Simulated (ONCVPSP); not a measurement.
**P (Z = 15): one change to an ONCV potential, before and after**

phosphorus, optimised norm-conserving Vanderbilt (ONCV), made with ONCVPSP 4.0.1 (LDA (Perdew-Zunger), scalar-relativistic). Core [He], reference 2s2 2p6 3s2 3p2 (charge +1). Waves: 2s+3s: rc 0.85 bohr, ncon 5, nbas 9, qcut 14.2 1/bohr, 3 projectors, debl 1.1 Ha; 2p+3p: rc 0.90 bohr, ncon 3, nbas 7, qcut 13.2 1/bohr, 2 projectors. Local part: polynomial inside 0.70 bohr (lpopt 5, dvloc0 4 Ha). Core correction: none.

Change: p: qcut 19.5.

Cutoffs: the cutoffs (Ha) at which the residual kinetic energy of the hardest occupied pseudo-wave falls to 1 and 0.1 mHa per electron; they do not see the model core or the augmentation charge, which bear on the density cutoff. Errors are all-electron minus pseudo energies relative to the spin-unpolarised reference configuration.

Q: Predict the effect on cutoff, ghosts and configuration errors.

A: The potential gets harder (79 Ha and 119 Ha → 122 Ha and 141 Ha); of the 4 tests that both files solve, the error grows in 0 and shrinks in 1 by more than 15 % and 0.3 meV (median size 0.7 → 0.7 meV); neither file shows a bound ghost. The waves are optimised to have the least kinetic energy above qcut, so the cutoff follows it (qcut²/2 in Ha).

| quantity | base | changed |
| --- | --- | --- |
| cutoff, loose | 79 Ha | 122 Ha |
| cutoff, tight | 119 Ha | 141 Ha |
| loose cutoff by channel | s 70 Ha, p 79 Ha | s 70 Ha, p 122 Ha |
| bound ghosts | none | none |
| GHOST(+) flags under 300 eV | none | none |
| error for 2s2 2p6 3s2 3p3, meV [ΔE -9.82 eV] | +0.6 | +0.4 |
| error for 2s2 2p6 3s2 3p1, meV [ΔE 19.25 eV] | +0.9 | +0.7 |
| error for 2s2 2p6 3s2 3p0, meV [ΔE 49.14 eV] | +7.2 | +5.3 |
| error for 2s2 2p6 3s1 3p3, meV [ΔE 9.07 eV] | +0.4 | +0.7 |
| s: phases at 0.86 bohr within 0.05 rad from the reference energy up to (Ha; the scan ends near 5) | to the end of the scan | to the end of the scan |
| p: phases at 0.91 bohr within 0.05 rad from the reference energy up to (Ha; the scan ends near 5) | to the end of the scan | to the end of the scan |
